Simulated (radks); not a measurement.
Values are calculated unless marked as measured or tabulated.
Valence configurations of neutral tin (all share [Kr]). Code: a radial shooting solver on a logarithmic mesh with Libxc functionals. Model: scalar-relativistic Kohn-Sham, BLYP, spin-polarised, spherical densities, finite nucleus; open shells are filled with parallel spins first (spin-orbit coupling, left out, can overturn this in heavy ions); Fermi nuclear charge, rms radius 4.6519 fm. Order these by energy: 4d10 5s1 5p3; 4d10 5s1.5 5p2.5; 4d9.5 5s2 5p2.5; 4d10 5s2 5p2; 4d8 5s1 5p5; 4d8 5s2 5p4; 4d9 5s1 5p4; 4d9 5s2 5p3; 4d10 5p4.

Answer. From the lowest, in eV above it: 4d10 5s2 5p2 0.000; 4d10 5s1.5 5p2.5 2.887; 4d10 5s1 5p3 5.589; 4d9.5 5s2 5p2.5 11.221; 4d10 5p4 14.264; 4d9 5s2 5p3 23.415; 4d9 5s1 5p4 31.112; 4d8 5s2 5p4 52.297; 4d8 5s1 5p5 60.714. NIST lists [Kr] 4d10 5s2 5p2 as the ground configuration; this level of theory agrees among the configurations tried. The energies are those of spherical high-spin densities, not of single terms.
